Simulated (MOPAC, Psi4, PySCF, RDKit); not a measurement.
Torsional profile of C8H14, SMILES C=CC1CCCCC1. Scanned: dihedral C1–C2–C3–C4; all other coordinates were relaxed at GFN2-xTB.

Geometry of the scan point at 120° (Å):
```
22

C     -3.2907     0.2815    -0.1227
C     -2.0862     0.0720    -0.6194
C     -0.7826     0.0896     0.1243
C     -0.1034    -1.2817    -0.0031
C      1.2653    -1.2756     0.6703
C      1.1377    -0.8860     2.1394
C      0.4646     0.4767     2.2683
C     -0.9076     0.4625     1.6004
H     -3.4627     0.5093     0.9148
H     -4.1691     0.2381    -0.7450
H     -1.9813    -0.1539    -1.6746
H     -0.1349     0.8299    -0.3654
H      0.0035    -1.5446    -1.0580
H     -0.7392    -2.0361     0.4666
H      1.9161    -0.5600     0.1616
H      1.7234    -2.2635     0.5843
H      0.5391    -1.6360     2.6618
H      2.1249    -0.8611     2.6059
H      0.3593     0.7414     3.3227
H      1.0916     1.2365     1.7950
H     -1.3730     1.4458     1.6944
H     -1.5443    -0.2674     2.1048
```

- MMFF94 // GFN2-xTB (RDKit)
- PBE/def2-SVP // GFN2-xTB (Psi4)
- PBE-D3(BJ)/def2-SVP // GFN2-xTB (Psi4)
- PM6, restricted, heats of formation // GFN2-xTB (MOPAC)
- PM7, restricted, heats of formation // GFN2-xTB (MOPAC)
- RKS-B3LYP/6-31G* = restricted B3LYP/6-31G*, spherical d, density fitting // GFN2-xTB in PySCF 2.14.0
- RKS-LDA (SVWN5)/6-31G* = restricted LDA (SVWN5)/6-31G*, spherical d, density fitting // GFN2-xTB in PySCF 2.14.0
- RMP2/6-31G* = restricted MP2 (frozen core)/6-31G*, spherical d // GFN2-xTB (PySCF)
- RMP2/3-21G = restricted MP2 (frozen core)/3-21G // GFN2-xTB run with PySCF

Least-squares fit of E(φ) = a0 + Σ (a_n cos nφ + b_n sin nφ), n = 1 to 4, to the 12 scan points, in kcal/mol above the lowest point of each profile (levels whose profile four harmonics don't fit are not listed):

```csv
method,a0,a1,b1,a2,b2,a3,b3,a4,b4,rms of fit
MMFF94,1.56,0.08,0.14,0.20,-0.33,-1.05,-0.09,0.03,0.00,0.06
PBE/def2-SVP,1.20,0.12,0.21,0.03,-0.04,-1.05,-0.11,0.00,-0.06,0.06
PBE-D3(BJ)/def2-SVP,1.06,0.06,0.11,0.03,-0.04,-1.03,-0.10,-0.01,-0.07,0.06
PM6,0.70,0.24,0.44,0.11,-0.17,-0.01,0.00,0.01,0.01,0.04
PM7,0.81,0.25,0.46,0.14,-0.23,-0.04,0.01,-0.01,-0.02,0.06
RKS-B3LYP/6-31G*,1.45,0.19,0.35,0.08,-0.13,-1.01,-0.10,0.00,-0.04,0.05
RKS-LDA (SVWN5)/6-31G*,1.19,0.03,0.07,-0.07,0.09,-1.10,-0.10,-0.01,-0.06,0.05
RMP2/6-31G*,1.46,0.14,0.25,0.17,-0.28,-0.95,-0.08,0.00,-0.04,0.05
RMP2/3-21G,1.48,0.13,0.23,0.27,-0.44,-0.85,-0.06,-0.02,-0.07,0.06
```
